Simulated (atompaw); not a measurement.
**Cutoff test, chlorine (Cl), PAW (atompaw)**

* Element: Cl
* Generator: atompaw 4.2.0.5
* Type: PAW
* Functional: LDA (PW92)
* Relativity: scalar-relativistic
* Frozen core: [Ne]
* Valence charge: 7
* Reference configuration: 3s2 3p2 (charge +3)
* Partial waves: 3s (bound): rc 1.35 bohr; 3s channel at -3.7 Ry: rc 1.65 bohr; 3p (bound): rc 1.65 bohr; 3p channel at -2.5 Ry: rc 1.65 bohr; 3d channel at 0.05 Ry: rc 1.65 bohr; 3d channel at 0.4 Ry: rc 1.65 bohr
* Local potential: vpsmatchnc scheme with l = 3 at 0 Ry, radius 1.55 bohr
* Core correction: smooth core density matched at 1.35 bohr
* Augmentation charge: sinc compensation charge, radius 1.45 bohr; PAW radius 1.65 bohr; waves and projectors: custom rrkj vanderbiltortho

The pseudo-atom Hamiltonian at the reference potential is diagonalised in spherical Bessel functions j_l(qr) that vanish at 20 bohr, with q² up to the cutoff. All-electron valence levels (Ry): 3s -4.3251, 3p -3.3233.

Q: How do the lowest levels (Ry) of each channel move with the cutoff, and are there ghosts?

A:

```
cutoff (Ry)     s #1     p #1     d #1     f #1     f #2  Σ f·Δε (mRy)
          8  -4.3205  -3.0961  -1.6048  -0.6463  -0.3977         463.6
         12  -4.3216  -3.2509  -1.7651  -0.6503  -0.4001         151.9
         18  -4.3235  -3.3115  -1.8823  -0.6519  -0.4012          26.8
         25  -4.3246  -3.3223  -1.9148  -0.6524  -0.4015           3.1
         35  -4.3247  -3.3233  -1.9219  -0.6527  -0.4017           0.9
         45  -4.3249  -3.3233  -1.9221  -0.6527  -0.4017           0.4
        400  -4.3251  -3.3234  -1.9227  -0.6528  -0.4017           0.0
```

Result: no extra level below or beside the all-electron valence levels (s, p, d, f tested); 10 mRy is reached at 25 Ry and 1 mRy at 35 Ry.
